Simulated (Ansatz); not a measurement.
Gas-phase electronic energies from Ansatz, PBE0-D4/def2-TZVP geometries. CCSD(T)/CBS adds triple-zeta CCSD(T) − MP2 to the extrapolated MP2 energy (def2 sets, frozen cores). Functionals use def2-TZVPP. B3LYP here is the variant with VWN-RPA as its local correlation; programs differ in this. For Ge outer-core shells are correlated without core-valence functions, which leaves a few kJ/mol of doubt a bond. Scalar relativity is left out up to krypton. One conformer a species, not always the lowest.

`BCC=O` + `[CH3][GeH]([OH])[F]` → `[BH2][GeH]([CH3])[F]` + `O=CCO`  (formal exchange of groups at a B–C bond)

`BCC=O`:

Cartesian coordinates in Å:
```
B 1.081 -0.068 -0.732
C 0.059 -0.384 0.397
C -1.223 0.376 0.295
O -2.307 -0.130 0.202
H 1.929 -0.860 -1.015
H 1.063 0.996 -1.280
H 0.619 0.031 1.260
H -0.114 -1.443 0.593
H -1.107 1.482 0.279
```

`[CH3][GeH]([OH])[F]`:

Z-matrix (Å, degrees):
```
C
Ge 1 1.923
H 1 1.090 2 108.9
H 1 1.091 2 110.1 3 -119.5
H 1 1.090 2 110.2 3 119.9
O 2 1.766 1 107.0 3 53.9
F 2 1.745 1 108.4 3 -60.9
H 2 1.538 1 118.4 3 -179.5
H 6 0.960 2 113.6 1 -179.3
```

`[BH2][GeH]([CH3])[F]`:

```xyz
10

B     0.719   -1.148   -1.367
Ge    0.374   -0.319    0.481
C    -0.834    1.211    0.492
F    -0.403   -1.514    1.510
H     0.402   -2.270   -1.619
H     1.249   -0.495   -2.217
H     1.686    0.026    1.221
H    -1.007    1.523    1.523
H    -1.789    0.945    0.039
H    -0.397    2.042   -0.063
```

`O=CCO`:

```xyz
8

O     1.421   -0.827    0.521
C     0.256   -0.586    0.700
C    -0.510    0.317   -0.215
O     0.279    0.811   -1.244
H    -0.303   -1.023    1.550
H    -1.370   -0.253   -0.601
H    -0.933    1.130    0.397
H     1.160    0.432   -1.108
```

```tsv
level	ΔE (kcal/mol)	difference from CCSD(T)/CBS
PBE-D4	33.9	-2.7
r2SCAN-D4	36.7	0.1
PBE0-D4	34.6	-2.0
ωB97M-V	36.6	0.0
PBE	33.8	-2.8
r2SCAN	36.7	0.1
B3LYP	35.6	-1.0
MP2/def2-TZVPP	39.5	2.9
SCS-MP2/def2-TZVPP	38.5	1.9
CCSD/def2-TZVPP	36.5	-0.1
CCSD(T)/def2-TZVPP	36.5	-0.1
HF/def2-QZVPP	37.9	1.3
MP2/def2-QZVPP	39.6	3.0
SCS-MP2/def2-QZVPP	38.8	2.2
HF/CBS(def2)	38.0	1.4
MP2/CBS(def2)	39.5	2.9
CCSD(T)/CBS	36.6	0
```

Largest T1 diagnostic among the species: 0.014.

From PBE to PBE0 (25 % exact exchange), in def2-TZVPP and without D4, ΔE moves by +0.8 kcal/mol.
